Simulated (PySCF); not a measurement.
Compound: C9H11N.
Z-matrix (Å and degrees, PBE0-D3(BJ)/def2-SVP geometry), rows numbered from 1:
```
C 
C   1  1.3921
C   2  1.3915  1  118.78
C   3  1.4003  2  119.18  1     0.04
C   4  1.4982  3  121.85  2   179.81
C   5  1.5476  4  118.16  3  -127.45
C   6  1.5388  5   88.90  4  -140.04
C   7  1.5389  6   88.18  5    19.11
N   4  1.3366  3  121.69  2    -0.05
C   9  1.3275  4  118.93  3     0.03
H   1  1.0919  2  121.54  3   180.00
H   2  1.0931  1  120.72  3  -179.99
H   3  1.0924  2  120.93  1  -179.99
H   5  1.1012  4  109.80  3     0.71
H   6  1.1006  5  117.51  4    97.82
H   6  1.1001  5  109.42  4   -27.62
H   7  1.1012  6  111.81  5   -93.72
H   7  1.1001  6  117.75  5   139.76
H   8  1.1001  5  109.40  4    27.49
H   8  1.1005  5  117.50  4   -97.95
H  10  1.0967  1  120.11  2  -179.99
```

Computed with TDDFT PBE0/def2-SVPD, vertical, gas phase, core orbitals frozen in the response (PySCF 2.14.0, density-fitted response routines).

Kohn–Sham orbitals with the atoms that hold most of them (Löwdin shares over 4%, at most four atoms; ? is withheld):

| orbital | ε (eV) | atoms |
| --- | --- | --- |
| HOMO-3 | -8.68 | C5 19%, C7 18%, C6 13%, C8 13% |
| HOMO-2 | -8.26 | C2 26%, N9 25%, C3 16%, C10 10% |
| HOMO-1 | -7.29 | N9 54%, C10 10%, C4 9%, C3 5% |
| HOMO | -7.27 | C1 20%, C3 17%, C4 16%, C10 15% |
| LUMO | ? | C2 24%, N9 22%, C1 11%, C4 11% |
| LUMO+1 | -0.42 | C10 19%, C3 18%, C1 18%, C4 17% |
| LUMO+2 | 0.79 | C3 12%, C2 12%, H13 11%, H12 9% |

(1) What is the LUMO energy, and the HOMO–LUMO gap?

Results:

(1) ε(LUMO) = -0.83 eV; the gap is 6.43 eV (0.2364 hartree).

Problem. How does S1 compare with the orbital gap of 6.43 eV?

Solution. S1 is at 4.80 eV (f = 0.0032), 1.63 eV below the gap, made of HOMO-1→LUMO (98%). Without the coupling terms of the response equations the lowest excitation would equal the gap.

Next come S2 at 5.18 eV (f 0.0000), HOMO-1→LUMO+1 (99%); S3 at 5.37 eV (f 0.076), HOMO→LUMO (82%), HOMO-2→LUMO+1 (16%); S4 at 6.14 eV (f 0.141), HOMO→LUMO+1 (75%), HOMO-2→LUMO (20%); S5 at 6.76 eV (f 0.0006), HOMO-3→LUMO (64%), HOMO-5→LUMO (31%).

Löwdin shares depend on the basis, the more so with diffuse functions.

Time: 7.0 min wall. Hardware: one thread of an Arm Neoverse V2, shared host.

One conformer stands for the species.
